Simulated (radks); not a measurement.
Task: Ionisation of the copper ion Cu+, [Ar] 3d10, to [Ar] 3d9 as the strength of local exchange is varied. Calculated with a radial shooting solver on a logarithmic mesh with Libxc functionals: scalar-relativistic Kohn-Sham, Slater X-alpha exchange (alpha = 2/3 is LDA exchange), no correlation, spin-polarised, spherical densities, point nucleus.

alpha  E(Cu+) (hartree)  exchange (hartree)  IE (eV)  -e of the level emptied (eV)  <r> of it (bohr)
0.66        -1648.81688           -61.50944   19.777                   12.525 (3d)             1.025
0.667       -1649.46989           -62.18940   19.903                   12.630 (3d)             1.023
0.798       -1661.74396           -75.02054   22.385                   14.715 (3d)            0.9849
0.817       -1663.53258           -76.89822   22.763                   15.037 (3d)            0.9797
0.876       -1669.10028           -82.75570   23.965                   16.066 (3d)            0.9640
0.929       -1674.11924           -88.05199   25.082                   17.032 (3d)            0.9506
0.988       -1679.72580           -93.98610   26.368                   18.151 (3d)            0.9362
?           -1683.25220           -97.72797   27.196                   18.877 (3d)            0.9275

Which alpha was used in the last row?

Result: alpha = 1.025. NIST Atomic Spectra Database: 20.292 eV (measured). The Delta-SCF value meets it near alpha = 0.69. Open shells are spherical and high-spin; term and fine-structure splittings are not resolved.
